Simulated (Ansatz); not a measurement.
`OC([SiH3])(S)S` + H₂ → `OC([SiH3])S` + H₂S  (hydrogenolysis of a C–S bond)

Program: Ansatz. Geometries: PBE0-D4/def2-TZVP. ΔE: electronic, gas phase. CCSD(T)/CBS is the MP2 limit (def2-TZVPP, def2-QZVPP) plus CCSD(T) − MP2 in def2-TZVPP, frozen cores. This one scheme is used for every species. Functionals use def2-TZVPP. B3LYP here is the variant with VWN-RPA as its local correlation; programs differ in this. HSE06 is defined as in plane-wave codes. Each species was taken in one conformer, which may not be the lowest.

**Question.** Is it downhill or uphill in electronic energy at CCSD(T)/CBS, and by how much? (Best estimate.)

**Answer.** The calculation gave: Downhill: ΔE = -15.0 kcal/mol.

**Question.** What do these levels give: revPBE-D4, B3LYP-D4, HSE06-D4, CAM-B3LYP-D4, ωB97X-V, PBE, PBE0, HSE06, LC-ωPBE, CCSD(T)/def2-SVP, MP2/def2-TZVPP, HF/CBS(def2)? (Estimate.)

**Answer.** The calculation gave: revPBE-D4 -11.4, B3LYP-D4 -15.3, HSE06-D4 -15.4, CAM-B3LYP-D4 -17.1, ωB97X-V -16.0, PBE -15.6, PBE0 -17.5, HSE06 -17.4, LC-ωPBE -18.2, CCSD(T)/def2-SVP -15.7, MP2/def2-TZVPP -13.5, HF/CBS(def2) -24.9 kcal/mol.

Largest T1 diagnostic among the species: 0.013.

From BLYP to BHLYP (50 % exact exchange), in def2-TZVPP and without D4, ΔE moves by −2.6 kcal/mol. Leaving LDA and LC-ωPBE aside and taking each functional with its dispersion term where it has one, the values, not all of them listed here, spread over 6.0 kcal/mol, from BHLYP-D4 to revPBE-D4. LDA lies +2.8 kcal/mol from PBE without D4.
